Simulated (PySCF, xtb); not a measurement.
(1E)-1-bromobuta-1,3-diene (C₄H₅Br), SMILES C=C/C=C/Br. One conformer was computed; it need not be the lowest.

Harmonic wavenumbers (cm⁻¹) from GFN2-xTB in xtb 6.7.1 at its own minimum, in rising order: 128, 154, 217, 311, 441, 610, 725, 740, 888, 947, 967, 1025, 1153, 1201, 1261, 1291, 1406, 1621, 1659, 3060, 3076, 3085, 3105, 3139.

### Question
What does PBE-D3(BJ)/def2-SVP (PySCF) give at its own minimum? (Estimate from the structure and the level; the computed values follow.)

### Answer
144, 154, 239, 317, 439, 627, 749, 795, 882, 923, 927, 1001, 1138, 1189, 1247, 1264, 1379, 1592, 1649, 3075, 3082, 3097, 3133, 3181. Paired by order, the mean absolute difference is 20 cm⁻¹ and the zero-point energies are 46.0 and 46.1 kcal/mol.
